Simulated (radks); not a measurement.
Mn I, 25 electrons, occupied as [Ar] 3d5 4s2. Calculated with a radial shooting solver on a logarithmic mesh with Libxc functionals: Dirac Kohn-Sham, PBE, spin-unpolarised, spherical densities, finite nucleus; open shells are shared between the two j in proportion to 2j + 1; Fermi nuclear charge, rms radius 3.7057 fm.

Unscreened Slater integrals over Kohn-Sham orbitals (hartree). Large and small components are both included. Empty in this configuration: 4p1/2.

integral             value
F0(4s1/2,4s1/2)    0.29259
F0(4s1/2,3d5/2)    0.37088
G2(4s1/2,3d5/2)   0.050095
F0(4s1/2,3d3/2)    0.37114
G2(4s1/2,3d3/2)   0.049582
F0(4s1/2,3p3/2)    0.38200
G1(4s1/2,3p3/2)   0.020078
F0(4s1/2,4p1/2)    0.23560
G1(4s1/2,4p1/2)    0.13972
F0(3d5/2,3d5/2)    0.77119
F2(3d5/2,3d5/2)    0.34585
F4(3d5/2,3d5/2)    0.21322
F0(3d5/2,3d3/2)    0.77319
F2(3d5/2,3d3/2)    0.34681
G2(3d5/2,3d3/2)    0.34659
G4(3d5/2,3d3/2)    0.21370
F0(3d5/2,3p3/2)    0.86789
F2(3d5/2,3p3/2)    0.40096
G1(3d5/2,3p3/2)    0.49721
G3(3d5/2,3p3/2)    0.29878
F0(3d5/2,4p1/2)    0.26943
G3(3d5/2,4p1/2)   0.018507
F0(3d3/2,3d3/2)    0.77521
F2(3d3/2,3d3/2)    0.34779
F0(3d3/2,3p3/2)    0.87042
F2(3d3/2,3p3/2)    0.40238
G1(3d3/2,3p3/2)    0.49886
G3(3d3/2,3p3/2)    0.29982
F0(3d3/2,4p1/2)    0.26953
G1(3d3/2,4p1/2)   0.024563
F0(3p3/2,3p3/2)    0.99712
F2(3p3/2,3p3/2)    0.49833
F0(3p3/2,4p1/2)    0.27393
G2(3p3/2,4p1/2)  0.0083524
F0(4p1/2,4p1/2)    0.20248
